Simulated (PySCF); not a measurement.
A run for PySCF: R-HF/STO-3G on AlFH4N2 (SMILES [NH2][Al]([NH2])[F]), a point of a torsion scan.

```python
from pyscf import gto, scf, dft, mp
from pyscf.data.elements import chemcore

mol = gto.M(
    atom='''
    N     1.50447574   -0.47717396    0.21686017
    Al    0.18142326    0.66144353   -0.16127266
    N    -1.35842634    0.15401583   -0.87522027
    F     0.33420441    2.28116837    0.16950019
    H     1.56248659   -0.94611206    1.11066440
    H     2.45510003   -0.25966779   -0.05905534
    H    -2.13118223    0.77119968   -1.07866947
    H    -1.58326277   -0.78457906   -1.16494426
    ''',
    basis='sto-3g',
    charge=0, spin=0, verbose=3, max_memory=1800)
mf = scf.RHF(mol)
mf.conv_tol = 1e-8
mf.max_cycle = 100
mf.kernel()
if not mf.converged:
    mf = mf.newton().run(mf.mo_coeff, mf.mo_occ)
```

It printed:

```
converged SCF energy = -446.955624414158
```

The run converged.

Cost: around 0.26 core-seconds (rough).
